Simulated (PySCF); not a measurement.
Compound: n-GeGeGeSiGeGeH14.
Bonds: Ge1–Ge2, Ge2–Ge3, Ge3–Si4, Si4–Ge5, Ge5–Ge6. Hydrogens: H7, H8, H9 on Ge1; H10, H11 on Ge2; H12, H13 on Ge3; H14, H15 on Si4; H16, H17 on Ge5; H18, H19, H20 on Ge6.

Method: PBE0-D3(BJ)/def2-SVP geometry optimisation, gas phase (PySCF); density fitting, grid level 1; the optimiser is geomeTRIC in internal coordinates, started from a GFN2-xTB structure with every atom displaced at random (about 0.03 Å).

Step 0: E = -290620.4170 eV
```
atom  x, y, z in Å  |  force x, y, z in eV/Å
Ge1     2.4161   -0.6545   -1.5542   -1.307   1.834   0.098
Ge2     1.6656   -1.2854    0.6003   -0.001  -0.089   0.180
Ge3     0.9521    0.4254    2.1380    1.797  -0.961   0.924
Si4    -0.7809    1.7050    1.5586   -3.267  -0.514   0.910
Ge5    -2.3729    0.2817    0.3602    0.208   1.044   0.556
Ge6    -1.9612   -0.1283   -1.9207   -0.792  -0.478  -0.266
H7      1.5873    0.5781   -2.0896    0.059  -0.364   0.317
H8      2.2775   -1.6238   -2.6317   -0.143  -1.396  -1.015
H9      3.7768   -0.1021   -1.5784    1.436   0.321   0.192
H10     0.5225   -2.2537    0.4694   -0.721  -0.362  -0.206
H11     2.7272   -2.1824    1.2123    0.452  -0.037   0.343
H12     0.8662   -0.2464    3.5283   -0.391  -0.115  -0.127
H13     2.1317    1.3411    2.4165    0.496   0.371  -0.125
H14    -1.5776    2.2864    2.7702    0.638  -0.410  -0.673
H15    -0.4794    2.7750    0.7009    0.661   1.464  -1.149
H16    -2.4918   -1.0064    1.0934    0.124  -1.043   0.492
H17    -3.7886    0.8253    0.4903   -0.323   0.381  -0.038
H18    -0.9818   -1.2258   -2.1312    0.680  -0.881  -0.001
H19    -1.3896    1.0172   -2.6398    0.514   1.275  -0.553
H20    -3.2367   -0.5123   -2.6935   -0.120  -0.038   0.141
```

**Question.** Estimate the geometry and energy of step 1. (The exact step hangs on the optimiser's Hessian estimate; all steps are aligned on step 0, rigid shifts and turns removed.)

**Answer.** E = -290621.1833 eV, largest force 0.950 eV/Å
```
atom  x, y, z in Å  |  force x, y, z in eV/Å
Ge1     2.3211   -0.5622   -1.5822    0.055   0.421  -0.397
Ge2     1.6260   -1.3127    0.5971   -0.129  -0.551   0.022
Ge3     1.0046    0.4057    2.1743    0.860   0.118   0.387
Si4    -0.8385    1.7072    1.5416   -0.625   0.001  -0.389
Ge5    -2.3927    0.2897    0.3886   -0.220  -0.070   0.336
Ge6    -1.8723   -0.1695   -1.9215    0.240  -0.045  -0.371
H7      1.4696    0.6561   -2.0126   -0.022  -0.055   0.073
H8      2.1437   -1.6217   -2.6966    0.070  -0.005   0.208
H9      3.7824   -0.0453   -1.5758   -0.100  -0.178   0.062
H10     0.4097   -2.2657    0.4405    0.045   0.140  -0.042
H11     2.7323   -2.2105    1.2052    0.000   0.156   0.017
H12     0.8386   -0.2844    3.5449   -0.246  -0.039  -0.046
H13     2.2370    1.3266    2.4114   -0.113  -0.051  -0.142
H14    -1.5656    2.2808    2.7099    0.064   0.040   0.145
H15    -0.4616    2.8304    0.6278    0.122  -0.035   0.033
H16    -2.4958   -1.0524    1.1650    0.089   0.081  -0.106
H17    -3.8212    0.8865    0.4670    0.115   0.060  -0.065
H18    -0.8478   -1.3265   -2.0487   -0.112   0.108   0.065
H19    -1.2626    1.0593   -2.6443   -0.087  -0.089   0.149
H20    -3.1445   -0.5775   -2.6924   -0.005  -0.005   0.062
```

The energy changes by -0.7662 eV. The first-order estimate −F·Δx gives -1.4692 eV and the mean of the old and new forces, exact on a quadratic surface, -0.7857 eV. The step makes an angle of 60° with the force vector and moves no atom by more than 0.187 Å.

What follows is the cost of the whole optimisation. The run took 8.0 min wall, 17 min CPU on 2 threads, Intel Xeon Platinum 8375C at 2.90 GHz (x86_64), on a shared host, and the process peaked at 2.2 GiB of memory.
